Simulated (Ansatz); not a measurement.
Consider the atomization: `[CH3][AlH][S]C` → Al• + 2 C• + 7 H• + S•.

Gas-phase electronic energies from Ansatz, PBE0-D4/def2-TZVP geometries. CCSD(T)/CBS is the MP2 limit (def2-TZVPP, def2-QZVPP) plus CCSD(T) − MP2 in def2-TZVPP, frozen cores. This one scheme is used for every species, atoms too. DFT in def2-TZVPP. Open shells (•) are unrestricted, without spin–orbit coupling. Spin–orbit coupling would lower the free atoms: a little for Al, C, S. Each species was taken in one conformer, which may not be the lowest.

| species | r2SCANh-D4 energy (Eh) |
| --- | --- |
| `[CH3][AlH][S]C` | -721.02603 |
| Al• | -242.32957 |
| C• | -37.83336 |
| H• | -0.49990 |
| S• | -398.08357 |

Problem. Work out ΔE.

Solution. ΔE = 7 × (-0.49990) + 2 × (-37.83336) + (-242.32957) + (-398.08357) − (-721.02603) = 1.44687 Eh = +907.9 kcal/mol. CCSD(T)/CBS gives +908.5 kcal/mol.

Largest T1 diagnostic among the species: 0.018.

Leaving LDA and LC-ωPBE aside and taking each functional with its dispersion term where it has one, the values, not all of them listed here, spread over 26.7 kcal/mol, from BHLYP-D4 to B97M-V. LDA lies +106.7 kcal/mol from PBE without D4, its usual overbinding. In def2-TZVPP, CCSD(T) changes the Hartree–Fock value by +201.6 kcal/mol (the triples alone add +10.9 kcal/mol) and MP2 by +207.1 kcal/mol; breaking electron pairs costs correlation energy, which Hartree–Fock lacks. The D4 term adds +8.1 kcal/mol with B3LYP and +4.3 kcal/mol with PBE0; it sums over pairs of atoms, weighted by their polarisabilities, and B3LYP, whose exchange is more repulsive, gets the larger term.

B3LYP here is the variant with VWN-RPA as its local correlation; programs differ in this.

For atomizations the MP2-based limit and the directly extrapolated one differ by several kJ/mol either way, and by 10 to 25 for some Ge, Se and Sn compounds, so smaller differences from it don't rank the levels.
